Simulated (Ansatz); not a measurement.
# How methods differ on InCl (SMILES [Cl][In])

InCl: 2 atoms, total charge 0, spin state singlet. As SMILES, `[Cl][In]`. The shape comes from GFN2-xTB, which is rough for such elements, and wasn't checked as a minimum.

```xyz
2

Cl    0.0000    0.0000    0.0000
In    0.0000    0.0000    2.3857
```

Quantity: the energy change with the Cl1–In2 bond stretched from 2.386 to 4.771 Å, in eV. The values are calculated.

```tsv
level	kind	program	value (eV)	less FCI/STO-3G	CPU time (all runs)
BLYP/STO-3G (restricted)	GGA	Ansatz	4.62	-0.73	3.7 s
B3LYP/STO-3G (restricted)	global hybrid	Ansatz	4.99	-0.36	3.4 s
PBE0/STO-3G (restricted)	global hybrid	Ansatz	5.12	-0.23	3.3 s
CAM-B3LYP/STO-3G (restricted)	range-separated hybrid	Ansatz	5.44	+0.09	3.5 s
wB97M-V/STO-3G (restricted)	range-separated hybrid	Ansatz	5.57	+0.22	33 s
wB97X/STO-3G (restricted)	range-separated hybrid	Ansatz	5.57	+0.22	11 s
MP2/STO-3G (restricted)	perturbation theory	Ansatz	5.38	+0.03	1.1 s
FCI/STO-3G	exact in the basis	Ansatz	5.35	0.00	2 s
```

FCI/STO-3G is exact within its basis and frozen core, so for wave-function methods in that basis the difference is their error; functionals converge differently with the basis, so for them it is only a difference. All-electron rows without a relativistic Hamiltonian named are non-relativistic. The first shape isn't each level's own minimum. The values span 4.62 to 5.57 eV. All rows use very small basis sets, so none should be taken for the real molecule's value. In the correlated wave-function rows the outer d shell of In is correlated, in sets not made for it. In so small a basis fixed costs decide the times, and correlated methods can beat functionals. Times are those of the runs behind each value, whatever else they computed, on shared processors of several kinds: orders of magnitude only.
